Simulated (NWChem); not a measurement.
System: CH4BeO; SMILES C[O][BeH]

```xyz
7

Be    -0.0047     1.6443    -0.0006
H     -0.0209     2.9833    -0.0018
O      0.0121     0.2413     0.0013
C     -0.0047    -1.1423    -0.0005
H      0.9284    -1.5576     0.4430
H     -0.8630    -1.5363     0.5894
H     -0.0938    -1.5434    -1.0355
```
Atoms are numbered in this order, from 1.

Program: NWChem. Pople sets run with spherical d functions. The geometry was optimised at PBE-D3(BJ)/def2-SVP. Vertical excitations in the gas phase.

Question: Predict the results for Hartree-Fock/6-31G*, CIS. Quantities: lowest excitation, singlet (eV); orbital gap (eV).

Answer: 
| Quantity | Result |
|---|---|
| lowest excitation, singlet (eV) | 9.44 |
| orbital gap (eV) | 16.08 |
